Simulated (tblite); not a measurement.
C4H8OSSi.
Structure used (GFN2-xTB), in Å, numbered top down from 1:
```xyz
15
C4H8OSSi angstrom
C      1.0535   -0.8408   -2.1379
C      0.8585   -0.3157   -0.9279
C      1.5388    0.9186   -0.5467
O      1.3481    1.4800    0.5054
Si    -0.3253   -1.0066    0.3865
S     -2.1249    0.1588    0.4711
C     -1.6584    1.4870    1.6295
H      0.5608   -1.7468   -2.4479
H      1.7070   -0.3772   -2.8634
H      2.2572    1.3223   -1.2865
H     -0.7774   -2.3198   -0.0500
H      0.3057   -0.9992    1.6980
H     -1.5414    1.0667    2.6233
H     -0.7353    1.9537    1.3028
H     -2.4713    2.2053    1.6219
```

Computed with GFN2-xTB (tblite): harmonic, unscaled wavenumbers at the GFN2-xTB geometry, gas phase. Against measured fundamentals such values can be off by several per cent, at times by over 20. Modes of hydrogen on silicon can be 10 to 20 % off. One conformer, not necessarily the lowest.

Harmonic wavenumbers (cm⁻¹): 40.4, 84.6, 101.2, 125.0, 137.8, 140.5, 217.2, 307.1, 367.7, 459.9, 501.7, 576.9, 592.1, 617.9, 643.0, 706.0, 726.4, 734.9, 924.7, 936.2, 945.6, 952.5, 965.4, 1221.3, 1322.8, 1345.4, 1408.6, 1446.5, 1453.5, 1644.0, 1724.8, 2325.6, 2328.8, 2761.8, 3034.7, 3048.5, 3060.6, 3061.6, 3119.2.

A = 2543, B = 1311, C = 1003 MHz; mass 132.007 u (most abundant isotopes); point group C1, symmetry number 1.

Problem. What is the zero-point energy?

Solution. ½Σν̃ = 23056 cm⁻¹ = 275.81 kJ/mol.

Problem. Give the ideal-gas entropy at 400 K and 1 bar in the rigid-rotor, harmonic-oscillator model (classical rotation).

Solution. Translation 175.86, rotation 124.81, vibration 166.44: S = 467.1 J/(mol K).

Problem. And Cp and H(400 K) − H(0)?

Solution. Cp = 183.55 J/(mol K), of which vibrations give 150.29 (their classical limit is 39 R = 324.3); H(400 K) − H(0) = 46.44 kJ/mol without the zero-point energy, 33.13 from vibrations.

Problem. Blend soft modes into free rotors: weight 1/[1 + (100 cm⁻¹/ν̃)⁴] for the oscillator and the rest for a rotor with moment μB/(μ + B), μ = h/(8π²ν), B = 10⁻⁴⁴ kg m². What vibrational entropy results?

Solution. 152.73 J/(mol K) in place of 166.44, which changes −T·S at 400 K by +5.48 kJ/mol.

Problem. Which modes carry the vibrational entropy at 400 K?

Solution. 40.4 cm⁻¹: 24.36; 84.6 cm⁻¹: 18.24; 101.2 cm⁻¹: 16.76; 125.0 cm⁻¹: 15.03; 137.8 cm⁻¹: 14.23; 140.5 cm⁻¹: 14.08 J/(mol K); the other 33 give 63.74 together.

Problem. What must be added to the electronic energy to get the Gibbs energy at 400 K and 1 bar?

Solution. ZPE + [H(400 K) − H(0)] − T·S = 275.81 + 46.44 − 186.84 = 135.41 kJ/mol.

Hindered rotation and anharmonicity are outside this model. Other conformers, if any are populated, would add a mixing term that is left out. The structure is chiral; the term R ln 2 for an equal mix with its mirror image is left out.
